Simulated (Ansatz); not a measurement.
The pair A = H2O (SMILES O) (first 3 atoms), B = HCl (SMILES Cl); geometry from B3LYP-D3(BJ)/def2-TZVP.
(charge 0, multiplicity 1):
```xyz
5

O      0.0409     0.3323     0.2529
H      0.7941     0.8483    -0.0558
H      0.1862    -0.5672    -0.0611
Cl    -0.3128     0.4730     3.3761
H     -0.2117     0.4340     2.0764
```

Frozen-core correlation. MP2 and its Hartree–Fock in aug-cc-pV(Q+d)Z are density fitted.

The values were computed with Ansatz (a first-principles code) with Gaussian orbitals. Each number belongs to the level named beside it.

The counterpoise-corrected interaction energy is E(AB) − E(A in the pair's basis) − E(B in the pair's basis). Total energies (hartree):

```json
[
 {"level": "HF/aug-cc-pV(T+d)Z", "AB": "-536.1734168", "A in the pair's basis": "-76.0602000", "B in the pair's basis": "-460.1078129"},
 {"level": "CCSD(T)/aug-cc-pV(T+d)Z", "AB": "-536.6966080", "A in the pair's basis": "-76.3426749", "B in the pair's basis": "-460.3457032"},
 {"level": "HF/aug-cc-pV(Q+d)Z", "AB": "-536.1820739", "A in the pair's basis": "-76.0655088", "B in the pair's basis": "-460.1111252"},
 {"level": "CCSD(T)/aug-cc-pV(Q+d)Z", "AB": "-536.7379706", "A in the pair's basis": "-76.3636705", "B in the pair's basis": "-460.3655562"}
]
```

Q: Work out the counterpoise-corrected interaction energy at the basis-set limit: extrapolate the CCSD(T) correlation part as X⁻³, take Hartree–Fock from the larger set.

A: 
1. Differences (1 hartree = 627.509 kcal/mol): HF/aug-cc-pV(T+d)Z -3.391; CCSD(T)/aug-cc-pV(T+d)Z -5.164; HF/aug-cc-pV(Q+d)Z -3.414; CCSD(T)/aug-cc-pV(Q+d)Z -5.487.
2. Correlation parts, CCSD(T) less HF: -1.773 in aug-cc-pV(T+d)Z (X = 3), -2.073 in aug-cc-pV(Q+d)Z (X = 4).
3. Limit (4³·(-2.073) − 3³·(-1.773))/(4³ − 3³) = -2.292; with HF/aug-cc-pV(Q+d)Z it gives -5.706.
Result: -5.71 kcal/mol, against -5.16 at CCSD(T)/aug-cc-pV(T+d)Z. It is an estimate of this method's limit, not of the exact value.
